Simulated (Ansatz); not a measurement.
Species: CH3BO, SMILES `B1CO1` (charge 0, multiplicity 1).

Task: Give a relaxed geometry from B3LYP-D3(BJ)/def2-TZVP (Ansatz, a quantum-chemistry and plane-wave program).

Result: the end point of this relaxation (outside a Z-matrix the atoms follow the SMILES, hydrogens last).
Z-matrix (Å, degrees):
```
C
H 1 1.0843
H 1 1.0843 2 114.69
B 1 1.5139 2 122.45 3 -172.76
O 4 1.3272 1 64.48 2 -93.90
H 4 1.1795 5 137.37 1 180.00
```
